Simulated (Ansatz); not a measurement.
C3H8MgO (`C[CH2][Mg][O]C`) from Hartree–Fock to CCSD(T)

Cartesian coordinates in Å:
```
C -1.214 -0.517 -2.375
C 0.137 0.021 -1.898
Mg 0.411 0.164 0.169
O 0.650 0.288 1.917
C 0.833 0.383 3.276
H -2.047 0.105 -2.034
H -1.407 -1.529 -2.006
H -1.283 -0.563 -3.468
H 0.945 -0.604 -2.298
H 0.311 1.016 -2.327
H 1.837 0.757 3.530
H 0.109 1.070 3.740
H 0.717 -0.591 3.775
```

Charge 0, multiplicity 1. Correlated methods include outer-core shells of Mg, which these sets cover unevenly. Geometry: relaxed with PBE0-D4/def2-TZVP. It is one conformer, not always the lowest. Frozen core, restricted reference, the Gaussian-basis code of Ansatz. CBS rows extrapolate triple and quadruple zeta; past MP2 they add the triple-zeta difference. For Mg the program correlates outer-core shells too, which these sets cover unevenly, so the extrapolated numbers aren't a true limit.

| basis | HF (Eh) | MP2 corr. |
| --- | --- | --- |
| def2-SVP | -392.53227 | -0.66067 |
| def2-TZVPP | -392.82168 | -0.97567 |
| def2-QZVPP | -392.84056 | -1.07043 |

Question: Estimate the CCSD correlation energy and the (T) correction in each basis where they were run (hartree).

Answer: 
```json
{"basis": "def2-SVP", "CCSD corr.": "-0.71240", "(T)": "-0.01870"}
{"basis": "def2-TZVPP", "CCSD corr.": "-1.02109", "(T)": "-0.03296"}
{"basis": "CBS(def2)", "CCSD corr.": "-1.18604", "(T)": "as TZ"}
```
